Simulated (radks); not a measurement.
Results of a calculation; reference values are marked as such.
Q: Cr4+, configuration [Ar] 3d2. Level of theory: Dirac Kohn-Sham, PBE, spin-unpolarised, spherical densities, point nucleus; open shells are shared between the two j in proportion to 2j + 1 (a radial shooting solver on a logarithmic mesh with Libxc functionals). Some entries of the table are withheld. Estimate them.

orbital,occ.,eigenvalue (eV),<r> (bohr),<r^2> (bohr^2)
1s1/2,2,(1),0.06356,0.005432
2s1/2,2,-730.0239,0.2929,0.1014
2p1/2,2,-629.2087,0.2579,(2)
2p3/2,4,-620.5701,0.2608,(3)
3s1/2,2,-132.7651,0.8753,0.8797
3p1/2,2,-104.2058,0.9121,0.9714
3p3/2,4,-103.0853,0.9194,0.9868
3d3/2,0.8,-58.0722,1.020,(4)
3d5/2,1.2,-57.9456,1.022,(5)

A: 
(1) 1s1/2 eigenvalue (eV): -5941.100
(2) 2p1/2 <r^2> (bohr^2): 0.08198
(3) 2p3/2 <r^2> (bohr^2): 0.08367
(4) 3d3/2 <r^2> (bohr^2): 1.273
(5) 3d5/2 <r^2> (bohr^2): 1.279
